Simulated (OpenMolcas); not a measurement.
**Cl³⁺: effect of the active space**

```yaml
Program: OpenMolcas
Method: CASSCF or its RAS form
Basis: ANO-R3
Scalar_Hamiltonian: X2C, finite nucleus
Spin-orbit_coupling: RASSI with atomic mean-field integrals over the reference wave functions, term energies averaged over their components
```

A. 2 electrons in 3 orbitals (3p); 2S+1 = 3 even, 3 roots; 2S+1 = 1 even, 6 roots; cost of the order of 1.8 core-seconds
B. 4 electrons in 4 orbitals (3s 3p); 2S+1 = 3 even, 6 roots; 2S+1 = 1 even, 12 roots; 2S+1 = 5 odd, 1 root; 2S+1 = 3 odd, 9 roots; 2S+1 = 1 odd, 8 roots; cost about 11 core-seconds
C. 2 electrons in 9 orbitals (RAS2 3p; RAS3 3d 4s, at most 1 electron); 2S+1 = 3 even, 3 roots; 2S+1 = 1 even, 6 roots; 2S+1 = 3 odd, 18 roots; 2S+1 = 1 odd, 18 roots; cost of the order of 14 core-seconds

Energies in cm⁻¹ above 3s² 3p² ³P₀, the measured ground level; measured values from Moore, Atomic Energy Levels, vol. I, NSRDS-NBS 35 (1971 reprint of NBS Circular 467, 1949).

```
      Level      A      B      C  Measured
3s² 3p² ³P₀    0.0    0.0    0.0       0.0
3s² 3p² ³P₁    445    446    445       491
3s² 3p² ³P₂   1246   1230   1246      1341
3s² 3p² ¹D₂  16826  16837  16826     13766
3s² 3p² ¹S₀  40585  30738  40585     32550
```

Deviations, from unrounded energies. A percentage is the sum of absolute deviations over the sum of measured energies, with the sign that they share, or ± where signs differ.

```json
{"Against measurement": "mean absolute deviation (cm-1)", "Levels": "4", "A": "2800", "B": "1300", "C": "2800"}
{"Against measurement": "fine structure of the ground term (%)", "Levels": "2", "A": "-7.7", "B": "-8.5", "C": "-7.7"}
{"Against measurement": "other terms of the ground configuration (%)", "Levels": "2", "A": "+24.0", "B": "±10.5", "C": "+24.0"}
```

B lies closest to measurement on these levels and A furthest from it. The largest miss of B in the table is 3s² 3p² ¹D₂, by +3100 cm-1. The ranking rests on the paired levels alone, and a cruder setting can come out closer through cancelling errors.

Among A to C the level of the table that moves most is 3s² 3p² ¹S₀, by 9800 cm-1 (lowest in B, highest in A).

With the s shell closed, the reference lacks s² → p² mixing (holds for A; C). Computed and measured levels are paired by configuration, term and J; levels that our copy of the source lacks, or whose pairing is in doubt (as where it misses far off the trend of its configuration), stay unpaired and out of the deviations. Only configurations of the active space appear. The table leaves out levels that lie high or whose names do not pair safely across all columns.
